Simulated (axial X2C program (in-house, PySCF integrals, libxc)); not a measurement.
## GeS⁺: from the spin-free to the two-component result

All values were computed with an axial X2C code built on PySCF integrals. Spin-free means the one-electron spin-free X2C Hamiltonian; two-component (2c) means X2C with spin–orbit coupling and atomic mean-field two-electron Coulomb and Gaunt terms, so the difference of the two also holds small scalar two-electron terms. Basis: Ge dyall-cv3z [9s9p7d4f1g], S dyall-av3z [9s8p3d2f] (cores contracted in-house); Gaussian nuclei, density fitting, unrestricted open shells. Masses: Ge 73.921 u, S 31.972 u.

Spin-free state: M_S = 1/2, Λ = 1 (beyond evenly filled blocks: π+α, π+β, π-α); fragments Ge+ + S.

```json
{"level": "PBE0", "Re (Å)": "2.167", "ωe (cm⁻¹)": "456.5", "De (eV)": "3.545", "μ (D)": "-0.81"}
{"level": "LDA", "Re (Å)": "2.163", "ωe (cm⁻¹)": "448.8", "De (eV)": "4.520", "μ (D)": "-0.46"}
```

Dipoles are positive if S is the positive end and refer to the centre of mass.

Question: Within this multiplet, which Ω should lie lowest by the rule for regular and inverted multiplets?

Answer: The open π shell holds three electrons, one hole, so the multiplet is inverted: Ω = Λ + 1/2 = 3/2. The PBE0 2c search agrees, though Ω = 1/2 of the search lies only 0.07 eV higher.

Two-component determinant lowest at the distance of the search:

Ω = 3/2 (⟨Sz⟩ = 0.50, ⟨Lz⟩ = 1.00 at PBE0); fragments Ge+ + S.

```json
{"level": "PBE0", "Re (Å)": "2.167", "ωe (cm⁻¹)": "455.9", "μ (D)": "-0.79"}
{"level": "LDA", "Re (Å)": "2.163", "ωe (cm⁻¹)": "448.2", "μ (D)": "-0.45"}
```

Question: From the two tables, how do the constants change at the PBE0 level (2c against spin-free)?

Answer: At the PBE0 level Re is unchanged within 0.001 Å and ωe goes down by 0.6 cm⁻¹.

The state is a single determinant with fixed occupations, the lowest that a limited PBE0 search found. Dissociation energies refer to the lowest single-determinant-based atoms at the same level and basis. De is not given where an atomic determinant may have missed its ground term or J level, or where the truncated virtual space spoils (T). Density functionals use the spin component along the axis (collinear). The functionals have no current-density term, which raises determinants with orbital currents, atoms included. At some level and bond length an empty orbital lies below a filled one.
